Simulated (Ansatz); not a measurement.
Consider the substitution at a C–C bond: `C=CC=CC=N` + `[OH][InH2]` → `C=C[O][InH2]` + `C=CC=N`.

Computed with Ansatz on PBE0-D4/def2-TZVP structures; ΔE is electronic, products minus reactants. CBS: MP2 limit from def2 TZ/QZ plus the TZ coupled-cluster correction, frozen cores. DFT in def2-TZVPP. def2 core potentials past Kr. For In outer-core shells are correlated without core-valence functions, which leaves a few kJ/mol of doubt a bond. Each species was taken in one conformer, which may not be the lowest.

| level | ΔE (kcal/mol) | difference from CCSD(T)/CBS |
| --- | --- | --- |
| PBE-D4 | 15.8 | 0.5 |
| ωB97M-V | 13.5 | -1.8 |
| r2SCAN | 15.9 | 0.6 |
| PBE0 | 15.8 | 0.5 |
| HF/def2-TZVPP | 13.4 | -1.9 |
| MP2/def2-TZVPP | 16.8 | 1.5 |
| CCSD(T)/def2-TZVPP | 14.7 | -0.6 |
| HF/def2-QZVPP | 13.5 | -1.8 |
| SCS-MP2/def2-QZVPP | 16.2 | 0.9 |
| HF/CBS(def2) | 13.6 | -1.7 |
| CCSD(T)/CBS | 15.3 | 0 |

Largest T1 diagnostic among the species: 0.017.

In def2-TZVPP, CCSD(T) changes the Hartree–Fock value by +1.3 kcal/mol (the triples alone add +0.3 kcal/mol) and MP2 by +3.4 kcal/mol.
